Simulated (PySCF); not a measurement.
**IH3: fields on a plane**

Level of theory: PySCF, r2SCAN, basis I def2-TZVP with ECP28, H def2-TZVP (scalar-relativistic core potentials, no spin–orbit coupling, density fitting).

The singlet minimum has I–H 1.625 Å, I–H 1.844 Å (×2); H–I–H 81.3° (×2), H–I–H 162.6°.

The plane holds I1 at (0.00, 0.00), H2 at (1.63, 0.00), H3 at (0.28, 1.82), H4 at (0.28, -1.82) Å. Columns run from x = -1.95 to 4.05 Å, rows from y = 4.05 (top) to -3.75 Å, in steps of 0.3 Å. Other isomers or separated fragments may lie lower. Core electrons replaced by a potential are absent, the electrostatic potential uses the reduced nuclear charge, and values within about 0.7 Å of such atoms have no physical meaning.

Q: Give the highest occupied orbital (Å^-3/2) at -5.33 eV (cut at ±0.3; overall sign arbitrary). Every second row and column.

A: 
```
 0.00  0.01  0.01  0.02  0.02  0.01  0.01  0.00  0.00  0.00  0.00
 0.01  0.02  0.03  0.05  0.05  0.04  0.02  0.01  0.00  0.00  0.00
 0.01  0.03  0.07  0.12  0.14  0.09  0.04  0.02  0.01  0.00  0.00
 0.01  0.04  0.12  0.30  0.30  0.18  0.07  0.02  0.01  0.00  0.00
 0.00  0.03  0.13  0.30  0.30  0.22  0.07  0.02  0.00  0.00  0.00
-0.02 -0.03  0.00  0.14  0.23  0.10  0.00 -0.02 -0.01 -0.01  0.00
-0.06 -0.12 -0.19 -0.18 -0.02 -0.08 -0.15 -0.08 -0.03 -0.01  0.00
-0.06 -0.15 -0.21  0.15  0.05 -0.15 -0.29 -0.10 -0.03 -0.01  0.00
-0.04 -0.08 -0.10 -0.02  0.09  0.01 -0.06 -0.05 -0.02 -0.01  0.00
-0.01  0.01  0.08  0.28  0.30  0.17  0.04  0.00  0.00  0.00  0.00
 0.01  0.04  0.14  0.30  0.30  0.22  0.07  0.02  0.01  0.00  0.00
 0.01  0.04  0.10  0.19  0.23  0.14  0.06  0.02  0.01  0.00  0.00
 0.01  0.02  0.05  0.08  0.09  0.06  0.03  0.01  0.00  0.00  0.00
 0.00  0.01  0.02  0.03  0.03  0.02  0.01  0.01  0.00  0.00  0.00
```

Q: Give the electron localisation function (set to 0 where the density is under 0.005 e/Å³). Lower edges of the bins: '0' 0.000, '1' 0.100, '2' 0.200, '3' 0.300, '4' 0.400, '5' 0.500, '6' 0.600, '7' 0.700, '8' 0.800, '9' 0.900; top 1.00.

A: 
```
000000000000000000000
000000000000000000000
000000677000000000000
000069999980000000000
000599999999000000000
000699999999700000000
000599999999600000000
000279999998300000000
000148999994000000000
000125899840000000000
011344556421111100000
135653222345788730000
357733773279999970000
468627227289999990000
468627227289999990000
357733773279999970000
135653222345788730000
011344556421111100000
000125899840000000000
000148999994000000000
000279999998300000000
000599999999600000000
000699999999700000000
000599999999000000000
000069999980000000000
000000677000000000000
000000000000000000000
```
